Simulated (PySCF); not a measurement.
First SCF of a structure search on doublet CuN₂, at a hand-made linear geometry. PySCF input:

```python
from pyscf import gto, scf, dft
mol = gto.M(atom='''
Cu     0.000000     0.000000     0.000000
N      0.000000     0.000000     1.750000
N      0.000000     0.000000    -1.750000''',
    basis={'Cu': 'def2-TZVP', 'N': 'def2-TZVP'},
    charge=0, spin=1)
mf = dft.UKS(mol, xc='PBE0')
mf.grids.atom_grid = (50, 194)
aux = {'Cu': 'def2-universal-JKFIT', 'N': 'def2-universal-JKFIT'}
mf = mf.density_fit(auxbasis=aux)
mf.conv_tol = 1e-08
mf.diis_space = 10
mf.max_cycle = 60
mf.init_guess = 'minao'
mf.verbose = 4
mf.kernel()
```

Excerpt of the output (cycles alone); where DIIS stalls, ADIIS, DIIS with a small level shift and a second-order solver take over in turn:

```
init E= -1748.91804416901
cycle= 1 E= -1740.55233962799  delta_E= 8.37  |g|= 5.92  |ddm|= 1.82
cycle= 2 E= -1716.86277384778  delta_E= 23.7  |g|= 10.7  |ddm|= 13.7
cycle= 3 E= -1746.62069372414  delta_E= -29.8  |g|= 3.83  |ddm|= 10.5
cycle= 4 E= -1747.82009885816  delta_E= -1.2  |g|= 2.22  |ddm|= 0.993
cycle= 5 E= -1749.16027308458  delta_E= -1.34  |g|= 0.739  |ddm|= 3.48
cycle= 6 E= -1749.334601711  delta_E= -0.174  |g|= 0.0752  |ddm|= 0.443
cycle= 7 E= -1749.33727581879  delta_E= -0.00267  |g|= 0.0652  |ddm|= 0.196
cycle= 8 E= -1749.3388236552  delta_E= -0.00155  |g|= 0.00998  |ddm|= 0.0415
cycle= 9 E= -1749.33916425615  delta_E= -0.000341  |g|= 0.0266  |ddm|= 0.0327
cycle= 10 E= -1749.339436158  delta_E= -0.000272  |g|= 0.0148  |ddm|= 0.0218
cycle= 11 E= -1749.33960844123  delta_E= -0.000172  |g|= 0.00206  |ddm|= 0.0387
cycle= 12 E= -1749.33960943306  delta_E= -9.92e-07  |g|= 0.000728  |ddm|= 0.00143
cycle= 13 E= -1749.33960921966  delta_E= 2.13e-07  |g|= 0.000805  |ddm|= 0.000582
cycle= 14 E= -1749.33960955499  delta_E= -3.35e-07  |g|= 3.7e-05  |ddm|= 0.000425
cycle= 15 E= -1749.33960955634  delta_E= -1.35e-09  |g|= 1.07e-05  |ddm|= 5.4e-05
Extra cycle  E= -1749.339609556  delta_E= 3.36e-10  |g|= 4.56e-05  |ddm|= 2.3e-05
converged SCF energy = -1749.339609556  <S^2> = 0.91107827  2S+1 = 2.1550668
```

This is not the lowest solution: all starts ended here, but a stability analysis within the same unrestricted form found one 220.9 kJ/mol lower, at -1749.42373 Eh.

With open d or f shells other occupations or spin states may lie lower.

The search for the lowest solution, 3 starts and the stability check together, took 24 s on 4 threads of a shared Arm Neoverse V2 host, with 107 basis functions; the process peaked at 0.4 GiB.
